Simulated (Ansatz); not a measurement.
Molecule: sum formula AlN$_{2}$H$_{4}$F (charge 0, singlet). SMILES: [NH2][Al]([NH2])[F]
Geometry from a B3LYP-D3(BJ)/def2-TZVP (Ansatz, a program for electronic structure) optimisation:
```xyz
8

N     -1.4664    -0.8877     0.3481
Al     0.0003     0.0264     0.0062
N      1.4466    -0.6761    -0.7139
F      0.0207     1.6396     0.3835
H     -1.6014    -1.8685     0.1655
H     -2.2946    -0.4889     0.7597
H      1.5571    -1.6390    -0.9860
H      2.2865    -0.1562    -0.9106
```

Quantity: vertical triplet-singlet gap (E(triplet) - E(singlet); each state is the SCF solution reached for its spin), in kJ/mol. Cores are frozen in the correlated levels unless marked. Open shells are spin-unrestricted. No spin-orbit coupling. Non-relativistic. Basis-set limits of correlation are two-point, X^-3; Hartree-Fock from the larger set. [CCSD(T)-MP2]/basis is that difference in the basis named.

```csv
level,program,vertical triplet-singlet gap (kJ/mol)
SVWN5/def2-TZVPD,Ansatz,?
PBE/def2-TZVPD,Ansatz,?
B3LYP/def2-TZVPD,Ansatz,?
CAM-B3LYP/def2-TZVPD,Ansatz,526.7
wB97X-V/def2-TZVPD,Ansatz,?
B2PLYP/def2-TZVPD,Ansatz,526.6
SCS-MP2/aug-cc-pV(D+d)Z,Ansatz,552.3
SCS-MP2/aug-cc-pV(T+d)Z,Ansatz,564.6
CCSD/aug-cc-pV(D+d)Z,Ansatz,525.5
"RI-MP2/CBS(aug-cc-pV(T+d)Z,aug-cc-pV(Q+d)Z)+[CCSD(T)-MP2]/aug-cc-pV(T+d)Z",Ansatz,543.3
```

**Question.** Fill in the missing entries.

**Answer.** 
- SVWN5/def2-TZVPD, vertical triplet-singlet gap (kJ/mol): 457.8
- PBE/def2-TZVPD, vertical triplet-singlet gap (kJ/mol): 445.4
- B3LYP/def2-TZVPD, vertical triplet-singlet gap (kJ/mol): 481.8
- wB97X-V/def2-TZVPD, vertical triplet-singlet gap (kJ/mol): 556.4
